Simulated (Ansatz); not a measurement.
Input for Ansatz (a quantum-chemistry and plane-wave program): R-wB97M-V/def2-TZVPPD on C2H3F (SMILES C=CF) with ghost functions, monomers drawn apart or pushed together. Files ending in .json are basis or fitting sets from the Basis Set Exchange.

Ansatz 0.2 input:
```yaml
crystal:
  periodic: [false, false, false]
  atoms:
    - {symbol: C, position_ang: [0.63903794, -0.80199087, 4.35450595]}
    - {symbol: C, position_ang: [-0.63293121, -0.59498223, 4.61895451]}
    - {symbol: F, position_ang: [-1.52496402, -0.26850646, 3.64452068]}
    - {symbol: H, position_ang: [1.03127059, -0.72252842, 3.34931426]}
    - {symbol: H, position_ang: [1.30465007, -1.05658773, 5.16629380]}
    - {symbol: H, position_ang: [-1.11655039, -0.64939436, 5.58427821]}
basis:
  gaussian:
    orbitals: def2-TZVPPD.json
    ghost_atoms:
      - {symbol: O, position_ang: [0.33121130, -0.11506841, -0.57489067]}
      - {symbol: H, position_ang: [0.03161926, -0.85918360, -1.10668009]}
      - {symbol: H, position_ang: [-0.36169966, 0.02173450, 0.08274896]}
hamiltonian:
  xc: {name: wB97M-V}
scf: {lower_state_search: off}
```

Output:

```
WARN ansatz: RAYON_NUM_THREADS=1 ignored (pool sized by the plan → 1); use --threads N
Functional definition: wB97M-V
these checks for a lower state are left out or cut short: stability, starts, cluster_reference, orbital_swaps, neighbouring_geometries, increment
integrals: 0.15 GiB planned
1008 factors; their error is unknown
integrals: 0.18 GiB planned
327 factors; integrals over basis functions are off by at most 3.4e-5 eV
mean field: 1.35 GiB planned
mean field evaluation 1: about -4836.7449 eV, gradient 3.5e1 eV
mean field evaluation 2: about -4837.9368 eV, gradient 2.6e1 eV
mean field evaluation 4: about -4839.1944 eV, gradient 1.4e0 eV
mean field evaluation 8: about -4839.2055 eV, gradient 5.3e-2 eV
mean field evaluation 16: about -4839.1971 eV, gradient 1.1e-5 eV
mean field -4839.19708787 eV, -177.8372128538 hartree, gradient 3.1e-6 eV, S^2 0.000000; 0 other end points of the search recorded, 0 dependent functions left out
reference -4839.19713768 eV, -177.8372146841 hartree; 12, 12 occupied and 227, 227 virtual orbitals, 1008 factors
Total energy: -4839.19713768 eV, -177.8372146841 hartree
Checks for a lower state left out: stability, starts, cluster_reference, orbital_swaps, neighbouring_geometries, increment
```

The calculation finished and met its thresholds.

Cost: around 10 core-seconds (rough).
